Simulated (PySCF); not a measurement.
## J couplings in C4H6F4

Bonds (- single, = double, # triple, : aromatic): F1-C2 1.375 Å, C2-C3 1.524 Å, C3-C4 1.532 Å, C4-C5 1.516 Å, C5-F6 1.344 Å, C5-F7 1.341 Å, C5-F8 1.342 Å. C2 carries H9, H10; C3 carries H11, H12; C4 carries H13, H14.

Couplings: B3LYP/pcJ-1 (spin–dipole term only in couplings to heteroatoms) in PySCF, geometry GFN2-xTB; gas phase, one conformer, non-relativistic. Couplings are averaged over pairs made equivalent by symmetry, fast rotation or ring inversion, so a value needn't be that of the named pair in this geometry, while other rotamers aren't included; one pair stands for each set, and the list holds a selection of those of at least 1.5 Hz over up to four bonds. One-bond C–F couplings come out tens of Hz too large with common functionals.

Isotopes: ¹³C, ¹⁹F, ¹H.

```tsv
pair	bonds	J (Hz)
F1, C2	1	-222.4
C2, C3	1	37.3
C2, H9	1	?
C3, C4	1	34.2
C3, H11	1	?
C4, C5	1	60.9
C4, H13	1	139.5
C5, F6	1	?
F1, C3	2	19.6
F1, H9	2	53.1
C2, H11	2	?
C3, H13	2	-3.7
C4, F6	2	27.4
C5, H13	2	-6.1
H9, H10	2	?
H11, H12	2	-15.4
H13, H14	2	?
F1, C4	3	2.4
F1, H11	3	27.2
C2, H13	3	6.6
C3, F6	3	1.6
C5, H11	3	8.6
F6, H13	3	9.6
H9, H11	3	8.0
H9, H12	3	?
C2, F7	4	?
```

Question: Estimate the withheld couplings, with signs.

Answer: 
- ¹J(C2,H9) = 155.6 Hz (bond length 1.093 Å, sp3 carbon)
- ¹J(C3,H11) = 136.5 Hz (bond length 1.091 Å, sp3 carbon)
- ¹J(C5,F6) = -343.9 Hz (bond length 1.344 Å)
- ²J(C2,H11) = -2.2 Hz (mean over equivalent pairs that range from -7.2 to 2.9 Hz in this conformer)
- ²J(H9,H10) = -9.6 Hz (angle at C2 110°)
- ²J(H13,H14) = -15.3 Hz (angle at C4 109°)
- ³J(H9,H12) = 2.7 Hz (mean over equivalent pairs that range from 1.1 to 4.2 Hz in this conformer)
- ⁴J(C2,F7) = 2.2 Hz (mean over equivalent pairs that range from -0.3 to 6.9 Hz in this conformer)
